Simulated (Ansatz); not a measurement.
```xyz
10

C    -1.1772    1.1005    0.3062
O    -0.5503   -0.1685    0.3176
Si    1.0064   -0.4254   -0.0637
F     1.2873    0.2690   -1.4740
S     1.3457   -2.5056   -0.1235
H    -2.2198    0.9609    0.5928
H    -0.7059    1.7812    1.0227
H    -1.1399    1.5510   -0.6895
H     1.9581    0.1803    0.8905
H     0.1957   -2.7434   -0.7790
```

Total charge 0; spin multiplicity 1.

Problem. List the ωB97M-V/def2-TZVPP orbital energies in eV (Ansatz 0.2.0). (Best estimate.)

Solution. The calculation gave: Occupied: -2426.89, -1808.65, -677.46, -526.50, -283.08, -220.90, -164.01, -163.93, -163.83, -149.51, -103.66, -103.63, -103.60, -36.05, -31.61, -23.56, -22.28, -18.26, -16.52, -16.12, -15.78, -15.17, -14.92, -14.47, -13.04, -12.07, -11.74, -11.10, -10.08. Lowest empty: 2.16, 2.65, 2.85, 3.00, 3.76, 4.57, 4.72, 4.95.
